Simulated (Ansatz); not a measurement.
A run for Ansatz (a quantum-chemistry and plane-wave program): R-wB97X-V/def2-TZVPPD on CH4F2O (a complex), monomers drawn apart or pushed together. Files ending in .json are basis or fitting sets from the Basis Set Exchange.

Ansatz 0.2 input:
```yaml
crystal:
  periodic: [false, false, false]
  atoms:
    - {symbol: O, position_ang: [0.24599637, 0.28892396, -0.05210332]}
    - {symbol: H, position_ang: [0.38210262, -0.47114322, -0.62652152]}
    - {symbol: H, position_ang: [-0.54111725, 0.08411645, 0.46665587]}
    - {symbol: F, position_ang: [0.56991846, -0.85170084, 5.48088180]}
    - {symbol: C, position_ang: [0.17347394, 0.29312272, 4.86192057]}
    - {symbol: F, position_ang: [-1.07881581, 0.07953946, 4.33707023]}
    - {symbol: H, position_ang: [0.85124677, 0.51018541, 4.03782498]}
    - {symbol: H, position_ang: [0.09578311, 1.08730770, 5.60489816]}
basis:
  gaussian:
    orbitals: def2-TZVPPD.json
hamiltonian:
  xc: {name: wB97X-V}
scf: {lower_state_search: off}
```

It printed:

```
WARN ansatz: RAYON_NUM_THREADS=1 ignored (pool sized by the plan → 1); use --threads N
Functional definition: wB97X-V
these checks for a lower state are left out or cut short: stability, starts, cluster_reference, orbital_swaps, neighbouring_geometries, increment
integrals: 0.14 GiB planned
988 factors; their error is unknown
integrals: 0.17 GiB planned
307 factors; integrals over basis functions are off by at most 3.0e-5 eV
mean field: 1.23 GiB planned
mean field evaluation 1: about -8579.5910 eV, gradient 5.3e1 eV
mean field evaluation 2: about -8579.1720 eV, gradient 5.8e1 eV
mean field evaluation 4: about -8583.9294 eV, gradient 5.2e-1 eV
mean field evaluation 8: about -8583.9350 eV, gradient 4.9e-1 eV
mean field evaluation 16: about -8583.9353 eV, gradient 1.3e-5 eV
mean field -8583.93526555 eV, -315.4538026088 hartree, gradient 5.9e-6 eV, S^2 0.000000; 0 other end points of the search recorded, 0 dependent functions left out
reference -8583.93526223 eV, -315.4538024866 hartree; 18, 18 occupied and 207, 207 virtual orbitals, 988 factors
Total energy: -8583.93526223 eV, -315.4538024866 hartree
Checks for a lower state left out: stability, starts, cluster_reference, orbital_swaps, neighbouring_geometries, increment
```

The calculation finished and met its thresholds.

Cost: roughly 4 core-seconds.
